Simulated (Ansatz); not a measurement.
Species: C$_{2}$H$_{10}$NSi$_{2}$ (charge 0, doublet). It need not be the lowest isomer of its formula. 
Structure (B3LYP-D3(BJ)/def2-TZVP (Ansatz, a quantum-chemistry and plane-wave program) minimum search):
```xyz
15

Si    -0.8701    -0.2286    -0.2624
C     -1.4612     1.4198    -0.9456
C     -2.0412    -0.9016     1.0305
N      0.6625     0.0978     0.4685
Si     2.3204    -0.0765     0.0522
H     -0.7749    -1.2060    -1.3836
H     -2.4445     1.2886    -1.4040
H     -0.7796     1.8028    -1.7061
H     -1.5443     2.1604    -0.1491
H     -3.0207    -1.1024     0.5895
H     -1.6653    -1.8354     1.4523
H     -2.1670    -0.1872     1.8460
H      2.5912    -0.2923    -1.3940
H      3.0775     1.1171     0.4990
H      2.7992    -1.2673     0.8044
```
Charge 0, spin multiplicity 2.

Basis-set convergence of Hartree-Fock and CCSD correlation energies (hartree) with Ansatz. Cores are frozen in the correlated levels unless marked. Open shells are spin-unrestricted. Spin-orbit coupling is left out. No relativistic terms.

```
basis        functions       E(HF)  E(corr, CCSD)
-----------  ---------  ----------  -------------
cc-pV(D+d)Z        138  -713.90576       -0.70609
cc-pV(T+d)Z        308  -713.97958       -0.84797
cc-pV(Q+d)Z        593  -713.99621       -0.89229
```

Extrapolating the two largest sets (X = 3 and 4) as X^-3: E(corr) = (64·(-0.89229) - 27·(-0.84797))/37 = -0.9246 Eh, an estimate of the basis-set limit. The largest set recovers 96.5 % of it, the smallest 76.4 %.
